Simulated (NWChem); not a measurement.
ZnBr2; SMILES [Br][Zn][Br]

```xyz
3

Zn     0.0000     0.0000     0.0119
Br     2.2195     0.0000    -0.0048
Br    -2.2195     0.0000    -0.0048
```
Atoms are numbered in this order, from 1.

Results from NWChem. Structure relaxed at the B3LYP/6-31G* (spherical d) level. GIAO values for the isolated, static molecule; σ is the absolute isotropic shielding. Spin-orbit effects, on the heavy nuclei and on their neighbours, are missing.

```csv
level,σ Zn1 (ppm),σ Br2 (ppm)
KT2/pcSseg-1,1663.4,2754.9
PBE/pcSseg-1,1628.5,2743.6
BHandHLYP/pcSseg-1,1708.5,2928.6
```
